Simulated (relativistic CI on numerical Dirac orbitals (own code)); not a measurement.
## Re3+: N6,7 absorption edge

Computed with this model: Dirac-Coulomb-Breit CI, orbitals from a KLI potential per configuration, model QED (radiative potential, 1s self-energy scaled to tabulated hydrogen-like ionisation energies), valence Slater integrals scaled by 0.9, multiplet model of core-to-valence dipole absorption; configurations [Xe] 4f14 5d4 → [Xe] 4f13 5d5; 300 K; Lorentzian 0.45 eV and Gaussian 0.3 eV FWHM. Energies are those of the free ion, without screening or charge transfer. The branching ratio is the share of the lower-energy edge in the whole absorption, uncertain by about 0.02 where the edges overlap. S is read from ⟨S²⟩ = S(S + 1).

Field parameters in Wybourne normalisation: Oh B⁴₀ = 21Dq, B⁴₄ = √(5/14) B⁴₀. The field is a parameter set, without covalency.

Computed curve for free ion, scaled to 100 at the maximum (points under 2 are left out and the grid is thinned):

Energy (eV), Intensity and a bar:
```
     38.8        2.0 
     39.0        2.6 
     39.2        3.4 
     39.4        4.9 #
     39.6        8.3 ##
     39.8       15.8 ####
     40.0       25.3 #######
     40.2       23.6 #######
     40.4       15.1 ####
     40.6       11.5 ###
     40.9       14.4 ####
     41.1       23.1 #######
     41.3       40.8 ############
     41.5       63.6 ###################
     41.7       83.5 ##########################
     41.9       96.1 #############################
     42.1       97.8 ##############################
     42.3       74.3 #######################
     42.5       54.8 #################
     42.7       38.8 ############
     42.9       23.2 #######
     43.1       15.4 ####
     43.3       12.5 ###
     43.5       12.8 ###
     43.7       17.8 #####
     43.9       27.9 ########
     44.1       34.2 ##########
     44.3       35.5 ##########
     44.5       34.8 ##########
     44.7       27.6 ########
     45.0       17.8 #####
     45.2       12.5 ###
     45.4        8.1 ##
     45.6        5.6 #
     45.8        4.5 #
     46.0        3.5 
     46.2        2.7 
     46.4        2.2 
     46.9        2.1 
     47.1        2.0
```

The ground state has S = 1.83, and the centroid lies at 42.45 eV.
